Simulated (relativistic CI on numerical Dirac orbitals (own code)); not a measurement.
## Line list: Forbidden lines, Eu XXXV

Computed by Dirac-Coulomb-Breit CI, orbitals from a KLI potential per configuration, model QED, unscaled Slater integrals (own radial code, finite nucleus).

Configurations in the expansion (outside the closed core [Ar]): 3d10 4s, 3d10 4p, 3d10 4d, 3d10 4f, 3d10 5s, 3d10 5p, 3d10 5d, 3d10 5f, 3d10 5g, 3d10 6s, 3d10 6p, 3d10 6d, 3d9 4s2, 3d10 6f, 3d10 7s, 3d9 4s 4p, 3d10 8s, 3d9 4s 4d, 3d9 4s 4f, 3d9 4s 5s, 3d9 4s 5p, 3d9 4s 5d, 3d9 4s 5f. Double excitations out of closed p, d and f shells are left out; levels of such configurations are missing from the list, as are those of other unlisted configurations, and high levels can miss mixing partners.

```
λ vac (nm)                   Lower                   Upper  Type   A (s⁻¹)        gf  Branching (%)
    1.2398      3d10 4s 2S_1/2 [1]     3d9 4s2 2D_3/2 [25]    E2  1.18e+09  1.08e-04           90.0
    1.2473     3d10 4p 2P°_1/2 [2]  3d9 4s 4p 4F°_5/2 [32]    E2  9.75e+08  1.36e-04           10.3
    1.2509     3d10 4p 2P°_3/2 [3]  3d9 4s 4p 4D°_5/2 [46]    E2  5.23e+08  7.36e-05           31.7
    1.2527     3d10 4p 2P°_3/2 [3]  3d9 4s 4p 2F°_7/2 [45]    E2  1.01e+09  1.90e-04           58.7
    1.2778      3d10 4s 2S_1/2 [1]     3d9 4s2 2D_5/2 [22]    E2  1.13e+09  1.66e-04           90.2
    1.2863     3d10 4p 2P°_1/2 [2]  3d9 4s 4p 2F°_5/2 [27]    E2  8.98e+08  1.34e-04           12.1
    1.2893     3d10 4p 2P°_3/2 [3]  3d9 4s 4p 4D°_7/2 [38]    E2  4.94e+08  9.84e-05           53.8
    1.2898     3d10 4p 2P°_3/2 [3]  3d9 4s 4p 2D°_5/2 [36]    E2  7.17e+08  1.07e-04           27.3
    1.2933     3d10 4p 2P°_1/2 [2]  3d9 4s 4p 4P°_5/2 [26]    E2  2.56e+08  3.85e-05           49.8
    33.979  3d9 4s 4p 4F°_7/2 [28]  3d9 4s 4p 4F°_9/2 [35]    M1  3.02e+05  5.23e-05           97.5
```

Terms are leading LS components. Brackets give the number of a level in order of energy, since labels repeat. The list gives strong lines, with weight on those to low levels, among the lowest 123 of 227 levels, so that lines to higher ones, which can be the strongest, are missing. Levels whose partners in the same complex of configurations lie outside the list can be far off, and so can their lines. Rates are taken at the computed energies, electric ones in the length gauge.

At this charge energies of transitions that change n are usually good to better than 1 %, and those within a shell (Δn = 0) to a few per cent.

LS names give the leading component of a level, which can be under half, so a name can repeat, a term be missing and a line seem to break the LS rules.
